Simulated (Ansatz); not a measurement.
`C[O][SnH2][Br]` + `O[SiH]1C=N1` → `C[O][SnH2][OH]` + `Br[SiH]1C=N1`  (redistribution)

Program: Ansatz. Geometries: PBE0-D4/def2-TZVP. ΔE: electronic, gas phase. CBS: MP2 limit from def2 TZ/QZ plus the TZ coupled-cluster correction, frozen cores. Functionals use def2-TZVPP. def2 core potentials past Kr. For Br, Sn outer-core shells are correlated without core-valence functions, which leaves a few kJ/mol of doubt a bond. Scalar relativity is left out up to krypton. One conformer a species, not always the lowest.

| level | ΔE (kJ/mol) | difference from CCSD(T)/CBS |
| --- | --- | --- |
| PBE-D4 | 90.7 | -7.9 |
| PBE0-D4 | 98.1 | -0.5 |
| ωB97M-V | 101.7 | 3.1 |
| r2SCAN | 98.1 | -0.5 |
| PBE0 | 97.9 | -0.7 |
| MP2/def2-TZVPP | 97.6 | -1.0 |
| CCSD(T)/def2-TZVPP | 97.4 | -1.2 |
| HF/def2-QZVPP | 118.3 | 19.7 |
| MP2/def2-QZVPP | 98.3 | -0.3 |
| CCSD/CBS(def2) | 102.1 | 3.5 |
| CCSD(T)/CBS | 98.6 | 0 |

Largest T1 diagnostic among the species: 0.014.

From PBE to PBE0 (25 % exact exchange), in def2-TZVPP and without D4, ΔE moves by +7.4 kJ/mol. In def2-TZVPP, CCSD(T) changes the Hartree–Fock value by −20.7 kJ/mol (the triples alone add −3.5 kJ/mol) and MP2 by −20.5 kJ/mol.
